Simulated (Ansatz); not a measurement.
A run for Ansatz (a program for electronic structure): R-CCSD(T)/cc-pV(T+d)Z on CH5AlO2 (SMILES [CH3][Al]([OH])[OH]), a point of a torsion scan. Files ending in .json are basis or fitting sets from the Basis Set Exchange.

Ansatz 0.2 input:
```yaml
crystal:
  periodic: [false, false, false]
  atoms:
    - {symbol: C, position_ang: [-1.41818971, -0.05830931, 0.15914612]}
    - {symbol: Al, position_ang: [0.49520447, 0.30057271, -0.26768743]}
    - {symbol: O, position_ang: [1.09275280, -0.21128030, -1.71445374]}
    - {symbol: O, position_ang: [1.38664278, 1.09890603, 0.86380512]}
    - {symbol: H, position_ang: [-1.50828113, -0.66662654, 1.05696017]}
    - {symbol: H, position_ang: [-1.91965945, -0.57595535, -0.65459815]}
    - {symbol: H, position_ang: [-1.95270672, 0.86912737, 0.35498702]}
    - {symbol: H, position_ang: [1.44093442, -0.50150830, -2.54320534]}
    - {symbol: H, position_ang: [1.92901385, 1.55401911, 1.48923547]}
basis:
  gaussian:
    orbitals: cc-pV_T+d_Z.json
magnetization: {spin_polarized: false}
correlation: {method: ccsd_t, electrons: outside_noble_gas}
scf: {lower_state_search: off}
```

The log:

```
WARN ansatz: RAYON_NUM_THREADS=1 ignored (pool sized by the plan → 1); use --threads N
Functional definition: HF
these checks for a lower state are left out or cut short: stability, starts, cluster_reference, orbital_swaps, neighbouring_geometries, increment
integrals: 0.79 GiB planned
1153 factors; integrals over basis functions are off by at most 1.0e-3 eV
mean field: 0.54 GiB planned
mean field evaluation 1: about -11766.9534 eV, gradient 5.7e1 eV
mean field evaluation 2: about -11767.0147 eV, gradient 5.7e1 eV
mean field evaluation 4: about -11772.5256 eV, gradient 3.1e0 eV
mean field evaluation 8: about -11772.5744 eV, gradient 2.2e-1 eV
mean field -11772.57460861 eV, -432.6341371286 hartree, gradient 3.8e-6 eV, S^2 0.000000; 0 other end points of the search recorded, 0 dependent functions left out
8 core orbitals not correlated
reference -11772.57460861 eV, -432.6341371286 hartree; 12, 12 occupied and 179, 179 virtual orbitals, 1153 factors
second order -20.19838890 eV of doubles, -0.00000000 eV of singles
coupled cluster: 1.11 GiB planned
cycle   1  -20.28756903 eV  change   -8.9e-2 eV  update   8.5e-2
cycle   2  -20.69150247 eV  change   -4.0e-1 eV  update   2.4e-2
cycle   3  -20.78861916 eV  change   -9.7e-2 eV  update   1.2e-2
cycle   4  -20.77753349 eV  change    1.1e-2 eV  update   2.8e-3
cycle   5  -20.77731055 eV  change    2.2e-4 eV  update   1.3e-3
cycle   6  -20.77770124 eV  change   -3.9e-4 eV  update   3.5e-4
cycle   7  -20.77742986 eV  change    2.7e-4 eV  update   1.3e-4
cycle   8  -20.77739767 eV  change    3.2e-5 eV  update   3.7e-5
cycle   9  -20.77740960 eV  change   -1.2e-5 eV  update   1.5e-5
perturbative correction -0.71037988 eV, -0.0261059792 hartree
Total energy: -11794.06239809 eV, -433.4237988272 hartree
Checks for a lower state left out: stability, starts, cluster_reference, orbital_swaps, neighbouring_geometries, increment
```

The run converged.

Cost: about 4 core-minutes (a rough figure).
